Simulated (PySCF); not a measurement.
C5H11F, singlet, at a GFN2-xTB geometry. Base run: PySCF with DF-PBE/pcseg-0.

PySCF was given this input:
```python
from pyscf import gto, scf, dft

mol = gto.M(
    atom='''
C    -0.967983    1.644887   -0.150178
C    -0.696286    0.193335    0.235336
C    -1.753558   -0.725068   -0.376810
C     0.701654   -0.247753   -0.215054
C     1.839277    0.586927    0.353648
F     0.894958   -1.560541    0.195559
H    -1.996160    1.902222    0.092480
H    -0.823824    1.787128   -1.219385
H    -0.313818    2.328141    0.384126
H    -0.737039    0.095881    1.325832
H    -2.739670   -0.473992    0.006091
H    -1.765745   -0.619154   -1.459932
H    -1.542040   -1.763003   -0.132965
H     0.756394   -0.277538   -1.312007
H     1.852615    1.571214   -0.102713
H     1.730749    0.687841    1.430991
H     2.785287    0.092152    0.145799
''',
    basis='pcseg-0',
    charge=0,
    spin=0,
    verbose=4,
    max_memory=1800,
)

mf = dft.RKS(mol)
mf.xc = 'pbe'
mf = mf.density_fit(auxbasis='def2-universal-jkfit')
mf.kernel()
```

The job was repeated with other settings on one machine. Differences are taken from the largest basis of the pcseg family in the series, which isn't the basis-set limit (pcseg-2: -296.744074 Eh). The cheapest run took around 14 core-seconds (rough).

```csv
setting,basis functions,"cost, times the cheapest (rough)",difference in total energy (mEh)
pcseg-0,76,1,901.22
pcseg-1,139,2,177.59
pcseg-2,334,5,reference
```

Times come from a shared machine, hold the start-up and are rough. Total energies converge more slowly with the basis than energy differences do.
